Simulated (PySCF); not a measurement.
Bismuth: a sound run and one with changed settings

Sound run: Bi²⁺ [Xe] 4f14 5d10 6s2 6p1, Bi³⁺ [Xe] 4f14 5d10 6s2. Calculation: PySCF 2.14, in def2-TZVP with the def2 core potential (60 electrons) (6s5p3d2f, 50 functions); a scalar-relativistic core potential. The sound run starts from symmetry-adapted Hartree-Fock orbitals and uses a fine grid where one is needed.

A second run was set up differently.

```json
{"species": "Bi²⁺", "method": "UHF", "sound run (hartree)": "-212.72917", "changed run (hartree)": "-212.72917", "converged": "yes"}
{"species": "Bi²⁺", "method": "MN15", "sound run (hartree)": "-213.28951", "changed run (hartree)": "-213.24995", "converged": "yes"}
{"species": "Bi²⁺", "method": "PBE", "sound run (hartree)": "-213.74273", "changed run (hartree)": "-213.74589", "converged": "yes"}
{"species": "Bi³⁺", "method": "UHF", "sound run (hartree)": "-211.88249", "changed run (hartree)": "-211.88249", "converged": "yes"}
{"species": "Bi³⁺", "method": "MN15", "sound run (hartree)": "-212.41686", "changed run (hartree)": "-212.37867", "converged": "yes"}
{"species": "Bi³⁺", "method": "PBE", "sound run (hartree)": "-212.87406", "changed run (hartree)": "-212.87715", "converged": "yes"}
```

Ionisation energy of Bi²⁺:

```csv
method,sound run (eV),changed run (eV)
UHF,23.039,23.039
MN15,23.746,23.708
PBE,23.638,23.640
```

**Question.** What was changed?
A. radial grid too coarse
B. a valence shell is frozen
C. basis contracted for another Hamiltonian
D. level shift left on

**Answer.** A. It used radial step 0.3 in ln r (0.13 in the sound run). A coarse radial grid mis-integrates the density and the exchange-correlation energy, with errors of either sign; Hartree-Fock needs no grid.
